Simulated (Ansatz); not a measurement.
Potential energy curve for MgO, singlet.

Calculation: restricted PBE/cc-pVTZ run with Ansatz (a quantum-chemistry and plane-wave program).

The batch members p0 to p7 hold the bond at 1.38, 1.49, 1.56, 1.64, 1.67, 1.73, 1.78, 1.85 Å.

Ansatz input:

Ansatz 0.2 input:
```yaml
# input.yaml
basis:
  gaussian: { orbitals: cc-pvtz }
hamiltonian:
  xc: pbe
batch:
  members: [p0.yaml, p1.yaml, p2.yaml, p3.yaml, p4.yaml, p5.yaml, p6.yaml, p7.yaml]

# p4.yaml, one of the 8 members of this batch
crystal:
  periodic: [false, false, false]
  atoms:
    - { symbol: Mg, position_ang: [0.0, 0.0, 0.0] }
    - { symbol: O, position_ang: [0.0, 0.0, 1.67] }
total_charge: 0
magnetization:
  spin_polarized: false
```

Lines of the output on each member:

```
Member 0: Total energy: -7481.53462530 eV, -274.9413263133 hartree
Member 1: Total energy: -7483.44454740 eV, -275.0115146561 hartree
Member 2: Total energy: -7484.12028452 eV, -275.0363475371 hartree
Member 3: Total energy: -7484.54658253 eV, -275.0520137002 hartree
Member 4: Total energy: -7484.63466518 eV, -275.0552506778 hartree
Member 5: Total energy: -7484.72127549 eV, -275.0584335479 hartree
Member 6: Total energy: -7484.72074490 eV, -275.0584140492 hartree
Member 7: Total energy: -7484.63811322 eV, -275.0553773909 hartree
```

The restricted form behind RKS-PBE keeps the bonding electrons paired and can't separate into open-shell fragments.
